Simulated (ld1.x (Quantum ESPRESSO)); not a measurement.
holmium, PAW: configuration errors across variants

Ho, PAW, made with ld1.x (Quantum ESPRESSO) 7.5 (LDA (PZ), scalar-relativistic). Core [Kr] 4d10, reference 4f11 5s2 5p6 5d0 6s0.5 6p0 (charge +1.5). Waves: 5s (bound): rcut 1.80, rcutus 1.90 bohr; 6s (bound): rcut 1.80, rcutus 1.90 bohr; 5p (bound): rcut 2.05, rcutus 2.20 bohr; 6p (bound, empty): rcut 2.05, rcutus 2.20 bohr; 5d (bound, empty): rcut 2.00, rcutus 2.40 bohr; 5d channel at 0.05 Ry: rcut 2.00, rcutus 2.40 bohr; 4f (bound): rcut 0.90, rcutus 1.20 bohr; 4f channel at -0.45 Ry: rcut 0.90, rcutus 1.20 bohr. Local part: all-electron potential smoothed inside 1.10 bohr (lloc = -2). Core correction: Bessel-smoothed model core inside 1.15 bohr. Augmentation charge: PSQ, inside the norm-conserving radii.

All-electron excitation energies from the reference (eV): (1) 4f11 5s2 5p6 5d0 6s2 6p0 -11.842; (2) 4f11 5s2 5p6 5d0 6s1 6p0 -5.314; (3) 4f11 5s2 5p6 5d0 6s0 6p0 6.707; (4) 4f11 5s2 5p6 5d0 6s0 6p2 -5.939; (5) 4f12 5s2 5p6 5d0 6s0 6p0 -3.564; (6) 4f11 5s2 5p6 5d0.5 6s1.5 6p0 -10.456; (7) 4f11 5s2 5p6 5d0 6s1 6p1 -8.998; (8) 4f11 5s2 5p6 5d0 6s0.5 6p0 spin -1.652; (9) 4f11 5s2 5p6 5d0 6s2 6p0 spin -13.405.

Spin tests fill each open shell by Hund’s rule, majority spin first.

The overlap operator is not positive definite (basis up to 400 Ry) in “base”, “waves 4f (bound): rcut 0.70, rcutus 0.74 bohr; 4f channel at -0.45 Ry: rcut 0.70, rcutus 0.74 bohr”, “waves 5d (bound): rcut 2.00, rcutus 3.66 bohr; 5d channel at 0.05 Ry: rcut 2.00, rcutus 3.66 bohr”, “wave 5d channel at 0.05 Ry: rcut 2.00, rcutus 2.40 bohr becomes 5d channel at 0.42 Ry: rcut 2.00, rcutus 2.40 bohr”, “waves 5p (bound): rcut 2.05, rcutus 2.76 bohr; 6p (bound): rcut 2.05, rcutus 2.76 bohr”. Such files are unfit for use, however small their errors in these radial tests.

1 further variants failed, have other tests or too few solved ones, and are left out.

Errors AE − PS in meV (a dash: test not solved or not reliable):

```tsv
change	(1)	(2)	(3)	(4)	(5)	(6)	(7)	(8)	(9)	bound ghosts
base	+4.4	+1.9	-2.8	+3.0	+11	+3.5	+3.6	+0.6	+5.2	not determined (overlap not positive)
waves 4f (bound): rcut 0.70, rcutus 0.74 bohr; 4f channel at -0.45 Ry: rcut 0.70, rcutus 0.74 bohr	+4.7	+2.1	-3.0	+3.7	+61	+3.8	+3.7	+1.0	+6.1	not determined (overlap not positive)
waves 5d (bound): rcut 2.00, rcutus 3.66 bohr; 5d channel at 0.05 Ry: rcut 2.00, rcutus 3.66 bohr	+4.4	+1.9	-2.8	+3.0	+11	-82	+3.6	+0.6	+5.2	not determined (overlap not positive)
wave 5d channel at 0.05 Ry: rcut 2.00, rcutus 2.40 bohr becomes 5d channel at 0.42 Ry: rcut 2.00, rcutus 2.40 bohr	+4.5	+1.9	-2.8	+3.0	+11	+3.5	+3.7	+0.6	+5.2	not determined (overlap not positive)
waves 5p (bound): rcut 2.05, rcutus 2.76 bohr; 6p (bound): rcut 2.05, rcutus 2.76 bohr	+1.8	+1.2	-5.1	+108	-1183	-5.2	+21	-51	-62	not determined (overlap not positive)
```

Q: Give the same row for: core correction Bessel-smoothed model core inside 0.52 bohr.

A: +4.5, +1.9, -2.8, +3.1, +11, +3.6, +3.7, -1.3, +3.5; bound ghosts: not determined (overlap not positive). Its overlap operator is not positive definite in a basis up to 400 Ry (lowest eigenvalue s -0.63, p -0.05), so the file is unfit for use: the generalised eigenproblem breaks down once the basis is large enough, and its test numbers describe a broken file.
